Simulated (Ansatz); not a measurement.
The same molecule with X = O, S, Se. Ansatz, PBE0-D4/def2-TZVP geometries, multiplicity 1. Each molecule was computed in one conformer, which needn't be the lowest.

Scalar relativity is left out up to krypton.

```
 X             molecule  mean X–Ga bond length / Å  mean X–H bond length / Å  LUMO energy (PBE0/def2-TZVPP) / eV  LUMO energy (PBE/def2-TZVPP) / eV  zero-point energy (PBE0-D4/def2-TZVP) / kJ/mol
 O   `[OH][Ga]([F])[F]`                      1.757                     0.961                               -1.78                              -2.78                                            46.9
Se  `[F][Ga]([F])[SeH]`                      2.287                     1.470                               -1.75                              -2.67                                            32.8
```

(1) Give the row for X = S, `[F][Ga]([F])[SH]`. (An estimate is asked.)

Answers

(1) The calculation gave: 
| X | molecule | mean X–Ga bond length / Å | mean X–H bond length / Å | LUMO energy (PBE0/def2-TZVPP) / eV | LUMO energy (PBE/def2-TZVPP) / eV | zero-point energy (PBE0-D4/def2-TZVP) / kJ/mol |
| --- | --- | --- | --- | --- | --- | --- |
| S | `[F][Ga]([F])[SH]` | 2.163 | 1.345 | -1.66 | -2.62 | 36.1 |

From O to Se the mean X–Ga bond length rises at each step, by 0.530 Å in all; the mean X–H bond length rises at each step, by 0.509 Å in all; the LUMO energy (PBE0/def2-TZVPP) isn't monotonic: highest at S, lowest at O; the LUMO energy (PBE/def2-TZVPP) isn't monotonic: highest at S, lowest at O; the zero-point energy (PBE0-D4/def2-TZVP) falls at each step, by 14.1 kJ/mol in all. Bonds lengthen as the atom grows down the group.
